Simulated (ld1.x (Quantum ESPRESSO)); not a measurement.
**Ni (Z = 28): one change to a TM potential, before and after**

```
Element                 : nickel (Ni)
Generator               : ld1.x (Quantum ESPRESSO) 7.5
Type                    : norm-conserving Troullier–Martins (Kleinman–Bylander form)
Functional              : PBEsol
Relativity              : scalar-relativistic
Frozen core             : [Ne]
Valence charge          : 18
Reference configuration : 3s2 3p6 3d8 4s1 4p0 (charge +1)
Partial waves           : 3s (bound): rc 1.00 bohr; 3p (bound): rc 0.90 bohr; 3d (bound): rc 1.55 bohr
Local potential         : the d channel
Core correction         : none
```

Occupied shells without a wave of their own: 4s. They enter only through the test configuration that unscreens the potential.

Change: wave 3s (bound): rc 1.00 bohr becomes 3s (bound): rc 0.68 bohr.

Cutoffs: the cutoffs (Ry, on a coarse ladder) from which the occupation-weighted sum of valence levels, in a spherical-Bessel basis at the reference potential, stays within 10 and 1 mRy of its value at 400 Ry; they do not see the model core or the augmentation charge, which bear on the density cutoff. Errors are all-electron minus pseudo energies relative to the spin-unpolarised reference configuration.

Problem. How do hardness, ghosts and transferability respond?

Solution. The potential gets harder (160 Ry and 260 Ry → 260 Ry and 300 Ry); the miss of the reference levels goes from 0.14 to 0.62 eV; of the 7 tests that both files solve, the error grows in 6 and shrinks in 1 by more than 15 % and 0.3 meV (median size 130.2 → 754.2 meV); the range in which the s phases agree narrows (upper end -0.4 → -2.0); neither file shows a bound ghost. A smaller radius makes the pseudo-wave follow the all-electron one further in, where it bends more sharply, so more plane waves are needed.

```csv
quantity,base,changed
"cutoff, loose",160 Ry,260 Ry
"cutoff, tight",260 Ry,300 Ry
loose cutoff by channel (10 mRy a level),"s 110 Ry, p 70 Ry, d 100 Ry","s 230 Ry, p 70 Ry, d 100 Ry"
bound ghosts,none,none
"largest miss of a reference level, eV",0.14,0.62
"error for 3s2 3p6 3d8 4s2 4p0, meV [ΔE -9.34 eV]",-130,-491
"error for 3s2 3p6 3d8 4s0 4p0, meV [ΔE 17.26 eV]",+111,+754
"error for 3s2 3p6 3d7 4s0 4p0, meV [ΔE 54.70 eV]",-185,+865
"error for 3s2 3p6 3d9 4s0 4p0, meV [ΔE -3.07 eV]",+215,+543
"error for 3s1 3p6 3d8 4s2 4p0, meV [ΔE 109.78 eV]",-110,-936
"error for 3s2 3p6 3d8 4s0 4p1, meV [ΔE 5.71 eV]",-295,+225
"error for 3s2 3p5 3d8 4s2 4p0, meV [ΔE 70.06 eV]",-31,-889
s: phases at 1.71 bohr within 0.05 rad from the reference energy up to (Ry; the scan ends near 5),-0.4,-2.0
p: phases at 1.71 bohr within 0.05 rad from the reference energy up to (Ry; the scan ends near 5),-1.1,-1.1
d: phases at 1.71 bohr within 0.05 rad from the reference energy up to (Ry; the scan ends near 5),0.9,0.9
```

Base: The 4s level has no wave, so the channel is fitted at the deeper level alone: the likely source of the large errors. Changed file: The 4s level has no wave, so the channel is fitted at the deeper level alone: the likely source of the large errors.
